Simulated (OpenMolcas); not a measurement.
GeClF (SMILES [F][Ge][Cl]): the vertical energy of the triplet above the singlet from total energies

GeClF: 3 atoms, total charge 0, spin state singlet. As SMILES, `[F][Ge][Cl]`. Geometry: relaxed at PBE0-D4/def2-TZVP.

```csv
atom,x (Å),y (Å),z (Å)
F,0.1104,1.4187,0.2062
Ge,-0.7628,0.0356,-0.4103
Cl,0.6416,-1.5191,0.1910
```

Both states at this one shape; open shells run unrestricted unless said. 1 Eh = 27.2114 eV.

```
                             level     program  singlet GeClF (Eh)  triplet GeClF (Eh)
                         HF/STO-3G  OpenMolcas        -2604.415172        -2604.335613
B3LYP/6-31G* (spherical functions)  OpenMolcas        -2636.877463        -2636.755185
                  M06-2X/def2-TZVP  OpenMolcas        -2637.147927        -2637.038095
```

Work out the vertical gap, second state less first, at each level.


1. HF/STO-3G: -2604.335613 − (-2604.415172) = 0.079559 Eh = 2.16 eV.
2. B3LYP/6-31G* (spherical functions): -2636.755185 − (-2636.877463) = 0.122278 Eh = 3.33 eV.
3. M06-2X/def2-TZVP: -2637.038095 − (-2637.147927) = 0.109832 Eh = 2.99 eV.

No measured value is set beside it here; the levels span 2.16 to 3.33 eV. Hartree–Fock favours the state with fewer electron pairs, since it lacks pair correlation. Minimal sets are far from the basis-set limit. All-electron rows are non-relativistic unless named.
